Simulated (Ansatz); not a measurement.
`O=C1C[SiH]1[SiH2]O` → `O[Si]1([SiH3])C=CO1`  (isomerisation)

Calculated with Ansatz (gas phase, PBE0-D4/def2-TZVP geometries, no zero-point term in ΔE). CCSD(T)/CBS adds triple-zeta CCSD(T) − MP2 to the extrapolated MP2 energy (def2 sets, frozen cores). DFT in def2-TZVPP. B3LYP here is the variant with VWN-RPA as its local correlation; programs differ in this. One conformer a species, not always the lowest.

```
             level  ΔE (kcal/mol)
             B3LYP          -40.2
SCS-MP2/def2-QZVPP          -45.4
```

Question: What does CCSD(T)/CBS give? (Estimate.)

Answer: The calculation gave: -44.7 kcal/mol. The listed levels differ from it by 4.5, -0.7 kcal/mol.

Largest T1 diagnostic among the species: 0.017.

In def2-TZVPP, CCSD(T) changes the Hartree–Fock value by +3.7 kcal/mol (the triples alone add +0.9 kcal/mol) and MP2 by +2.1 kcal/mol. The D4 term adds −0.8 kcal/mol with B3LYP and −0.4 kcal/mol with PBE0; it sums over pairs of atoms, weighted by their polarisabilities, and B3LYP, whose exchange is more repulsive, gets the larger term. From PBE to PBE0 (25 % exact exchange), in def2-TZVPP and without D4, ΔE moves by −4.3 kcal/mol.
